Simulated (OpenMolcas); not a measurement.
Run times for CH4Ga (SMILES [CH3][GaH])

CH4Ga has 6 atoms, charge 0, and is taken as a doublet. As SMILES, `[CH3][GaH]`. Geometry: relaxed at PBE0-D4/def2-TZVP.

```xyz
6

C    -0.0293   -0.4183   -0.5180
Ga    0.6857    0.3726    1.1621
H     0.5747   -1.2431   -0.8929
H    -1.0464   -0.7756   -0.3287
H    -0.0857    0.3647   -1.2803
H    -0.0569    1.6356    1.8116
```

Program: OpenMolcas 26.06. Hardware: 1 thread of Arm Neoverse V2, shared host, so times are rough. Two-electron integrals are exact unless an approximation is named.

(1) Estimate their order by wall time, quickest first.
A. gradient at UHF/STO-3G
B. gradient at UB3LYP/6-31G* (Cartesian functions), grid UltraFine
C. gradient at UHF/3-21G

## Answers

(1) C (2.6 s), A (8.1 s), B (21 s).
